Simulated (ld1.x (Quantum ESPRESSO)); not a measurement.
**Cutoff test, bismuth (Bi), TM**

Bi, norm-conserving Troullier–Martins (Kleinman–Bylander form), made with ld1.x (Quantum ESPRESSO) 7.5 (LDA (PZ), non-relativistic). Core [Xe] 4f14, reference 5d10 6s2 6p0 (charge +3). Waves: 6p (bound, empty): rc 2.15 bohr; 5d (bound): rc 1.60 bohr; 6s (bound): rc 1.90 bohr. Local part: the s channel. Core correction: none.

The pseudo-atom Hamiltonian at the reference potential is diagonalised in spherical Bessel functions j_l(qr) that vanish at 20 bohr, with q² up to the cutoff. All-electron valence levels (Ry): 6p -2.0257, 5d -4.2777, 6s -2.6410.

How do the lowest levels (Ry) of each channel move with the cutoff, and are there ghosts?

```csv
cutoff (Ry),p #1,d #1,d #2,s #1,f #1,f #2,Σ f·Δε (mRy)
8,-2.0097,-1.8880,-0.7944,-2.6119,-0.7289,-0.4188,23955.3
18,-2.0224,-3.0503,-1.0468,-2.6317,-0.7305,-0.4195,12292.5
35,-2.0253,-4.1677,-1.1262,-2.6387,-0.7314,-0.4199,1104.7
50,-2.0256,-4.2739,-1.1306,-2.6406,-0.7315,-0.4200,38.8
80,-2.0257,-4.2775,-1.1310,-2.6409,-0.7315,-0.4200,2.1
120,-2.0257,-4.2777,-1.1310,-2.6410,-0.7315,-0.4200,0.1
400,-2.0257,-4.2778,-1.1310,-2.6410,-0.7315,-0.4200,0.0
```

Result: no extra level below or beside the all-electron valence levels (p, d, s, f tested); 10 mRy is reached at 60 Ry and 1 mRy at 100 Ry.

Its largest configuration-test error is -378 meV.
